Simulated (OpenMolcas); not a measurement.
**Xe⁶⁺: effect of the basis set**

* Program: OpenMolcas 26.06
* Method: XMS-CASPT2, IPEA 0.25 Eh, imaginary shift 0.1 Eh (closed shells correlated: 4d)
* Active space: 2 electrons in 4 orbitals (5s 5p)
* State averaging: 2S+1 = 3 even, 3 roots; 2S+1 = 1 even, 7 roots; 2S+1 = 3 odd, 3 roots; 2S+1 = 1 odd, 3 roots
* Spin-orbit coupling: RASSI with atomic mean-field integrals over the reference wave functions, term energies averaged over their components

A. ANO-RCC-VTZP [7s6p4d2f1g], DKH2, point nucleus; CASPT2 step of the order of 2.6 core-seconds
B. ANO-RCC-VQZP [8s7p5d3f2g], DKH2, point nucleus; CASPT2 step roughly 2.7 core-seconds
C. ANO-R3 [8s7p5d4f3g2h], X2C, finite nucleus; CASPT2 step of the order of 8 core-seconds

Energies in cm⁻¹ above 5s² ¹S₀, the measured ground level; measured values from Saloman, J. Phys. Chem. Ref. Data 33, 765 (2004).

```json
{"Level": "5s² ¹S₀", "A": "0.0", "B": "0.0", "C": "0.0", "Measured": "0.0"}
{"Level": "5s 5p ³P°₀", "A": "98350", "B": "98800", "C": "99540", "Measured": "96141"}
{"Level": "5s 5p ³P°₁", "A": "102320", "B": "102590", "C": "103290", "Measured": "100451"}
{"Level": "5s 5p ³P°₂", "A": "114060", "B": "113890", "C": "114530", "Measured": "113676"}
{"Level": "5s 5p ¹P°₁", "A": "142380", "B": "141630", "C": "141580", "Measured": "143259"}
{"Level": "5p² ³P₀", "A": "226620", "B": "226890", "C": "227810", "Measured": "223673"}
{"Level": "5p² ¹D₂ [75 %]", "A": "234010", "B": "233780", "C": "234280", "Measured": "236100"}
{"Level": "5p² ³P₁", "A": "236270", "B": "236180", "C": "237110", "Measured": "234685"}
{"Level": "5p² ³P₂ [75 %]", "A": "250610", "B": "249950", "C": "250650", "Measured": "251853"}
{"Level": "5p² ¹S₀", "A": "275950", "B": "274710", "C": "274840", "Measured": "273208"}
```

Deviations, from unrounded energies. A percentage is the sum of absolute deviations over the sum of measured energies, with the sign that they share, or ± where signs differ.

```tsv
Against measurement	Levels	A	B	C
mean absolute deviation (cm-1)	9	1800	1900	2200
other configurations (%)	9	±1.0	±1.0	±1.2
```

A lies closest to measurement on these levels and C furthest from it. The largest miss of A in the table is 5p² ³P₀, by +2900 cm-1. The ranking rests on the paired levels alone, and a cruder setting can come out closer through cancelling errors.

The two smallest mean deviations differ by little beside CASPT2's spread within terms, so their order carries little weight.

Among A to C the level of the table that moves most is 5p² ¹S₀, by 1200 cm-1 (lowest in B, highest in A). Moves below CASPT2's spread within the term are not significant.

CASPT2 breaks the degeneracy within a term, and the mean is taken; among the terms shown or strongly mixed into the levels shown the widest spread is 700 cm-1 (5p² ¹D, C). Over all roots computed the reference weight is 0.83 to 0.96 in A, 0.83 to 0.95 in B, 0.82 to 0.95 in C; the roots of lowest weight are the least certain, and an intruder state may touch them. The ¹D term of p² mixes with s d, which this space lacks. Computed and measured levels are paired by configuration, term and J; levels that our copy of the source lacks, or whose pairing is in doubt (as where it misses far off the trend of its configuration), stay unpaired and out of the deviations. Levels of configurations outside the active space are missing.

A share in square brackets marks a mixed level and gives the weight of the term that names it, the lowest over the columns. ° marks odd parity.
